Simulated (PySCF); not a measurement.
# TlSi and its ions

UHF-CCSD(T); Tl def2-SVPD with ECP60, Si def2-SVPD; scalar-relativistic core potentials (PySCF 2.14). Neutral (UHF): quartet (σ ↑, π ↑↑), Re = 2.718 Å, ωe = 227 cm⁻¹, De = 1.95 eV.

TlSi⁻ (UHF): triplet (π ↑↑), Re = 2.689 Å, ωe = 251 cm⁻¹. The energies at the minima are -460.47613 hartree for TlSi and -460.50469 for TlSi⁻.

Q: Work out the adiabatic electron affinity, without and with harmonic zero-point energies (1 hartree = 27.2114 eV, 1 eV = 8065.5 cm⁻¹), and the change of the bond length.

A: At UHF-CCSD(T): 0.02856 hartree = 0.777 eV between the minima; the zero-point term (227.0 − 251.0)/2 cm⁻¹ = -0.001 eV makes it 0.776 eV. Re changes by -2.9 pm against the neutral. The electron enters a σ orbital, and the shorter bond of the ion fits a bonding orbital, or a change in how ionic the bond is.

Correlated steps freeze 9 core orbitals. Correlated levels converge slowly with the basis: in double zeta they bind strong bonds too weakly, by up to about 1 eV, and carry superposition errors of some tenths. These are scalar-relativistic numbers at best; spin–orbit coupling would shift them, the dissociation energy most. States were picked by a PBE0 search and need not be the measured ground states.
